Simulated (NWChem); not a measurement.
**Relativistic effects in HfO**

```xyz
2

Hf     0.0000     0.0000     0.1778
O      0.0000     0.0000    -1.6003
```
Charge 0, spin multiplicity 1.

The numbers come from NWChem runs, not from measurements. Structure: optimised with PBE/def2-SVP with def2 effective core potentials on Hf, a minimum by its harmonic frequencies.

Functional B3LYP, all-electron basis x2c-SVPall-2c, contracted for the X2C Hamiltonian and used here with ZORA. The ion keeps the geometry and has multiplicity 2 in the scalar run; the spin-orbit run starts from the same electron counts.

Relative cost: rough, from shared machines, SCF included, scalar ZORA = 1.

B3LYP has NWChem's definition, with VWN1-RPA local correlation. The structure started from a generated list of species. The stability of the SCF solutions was not checked.

| Hamiltonian | ΔSCF ionisation energy (eV) | HOMO (eV) | LUMO (eV) | gap (eV) | relative cost |
|---|---|---|---|---|---|
| scalar ZORA | 8.81 | -5.89 | -3.01 | 2.89 | 1 |
| spin-orbit ZORA | ___ | ___ | ___ | ___ | under 3 |

Question: What belongs in the gaps?

Answer: 
- spin-orbit ZORA, ΔSCF ionisation energy (eV): 5.32
- spin-orbit ZORA, HOMO (eV): -2.80
- spin-orbit ZORA, LUMO (eV): 9.99
- spin-orbit ZORA, gap (eV): 12.79
